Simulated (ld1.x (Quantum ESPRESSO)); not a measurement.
# Si (Z = 14): variants of one TM potential

Base potential:

* Element: silicon (Si)
* Generator: ld1.x (Quantum ESPRESSO) 7.5
* Type: norm-conserving Troullier–Martins (Kleinman–Bylander form)
* Functional: LDA (PZ)
* Relativity: scalar-relativistic
* Frozen core: [Ne]
* Valence charge: 4
* Reference configuration: 3s1.75 3p2.25
* Partial waves: 3s (bound): rc 1.70 bohr; 3p (bound): rc 1.60 bohr
* Local potential: all-electron potential smoothed inside 1.55 bohr (lloc = -1)
* Core correction: none

Cutoffs, loose and tight: the cutoffs (Ry, on a coarse ladder) from which the occupation-weighted sum of valence levels, in a spherical-Bessel basis at the reference potential, stays within 10 and 1 mRy of its value at 400 Ry. They do not see the model core or the augmentation charge, which bear on the density cutoff. Test errors are all-electron minus pseudo excitation energies from the reference, over the configurations 3s2 3p2; 3s2 3p1; 3s2 3p0; 3s0 3p4; 3s2 3p1.5; 3s1 3p0; 3s1 3p2 (two spin-polarised tests are not counted in the largest error). A dash means not determined; rows that change the core or the reference have their own tests.

| change | outcome | cutoff, loose | cutoff, tight | bound ghosts | largest test error (meV) |
| --- | --- | --- | --- | --- | --- |
| base | generated | 18 Ry | 45 Ry | none | +226 |
| functional PBE | generated | 21 Ry | 45 Ry | none | +73 |
| local potential all-electron potential smoothed inside 1.04 bohr (lloc = -1) | generated | 15 Ry | 45 Ry | none | +549 |
| reference 3s2 3p2 | generated | 18 Ry | 45 Ry | none | +239 |
| local potential all-electron potential smoothed inside 1.70 bohr (lloc = -1) | generated | 18 Ry | 45 Ry | none | +223 |
| fully relativistic | generated | 18 Ry | 45 Ry | none | +228 |
| core correction a·sin(br)/r model core inside 1.62 bohr | generated | 18 Ry | 45 Ry | none | +136 |
| wave 3s (bound): rc 1.70 bohr becomes 3s (bound): rc 1.40 bohr | generated | 35 Ry | 70 Ry | none | +232 |
| all radii scaled by about 0.90 (s 1.52, p 1.44 bohr); local potential all-electron potential smoothed inside 1.40 bohr (lloc = -1) | generated | 45 Ry | 60 Ry | none | +224 |
| wave 3s (bound): rc 1.70 bohr becomes 3s (bound): rc 1.64 bohr | generated | 18 Ry | 45 Ry | none | +226 |
| local potential the p channel | generated | 25 Ry | 45 Ry | none | +207 |

Q: What comes out with this change to the base: wave 3p (bound): rc 1.60 bohr becomes 3p (bound): rc 1.38 bohr?

A: outcome: generated; cutoff, loose: 50 Ry; cutoff, tight: 70 Ry; bound ghosts: none; largest test error (meV): +214.
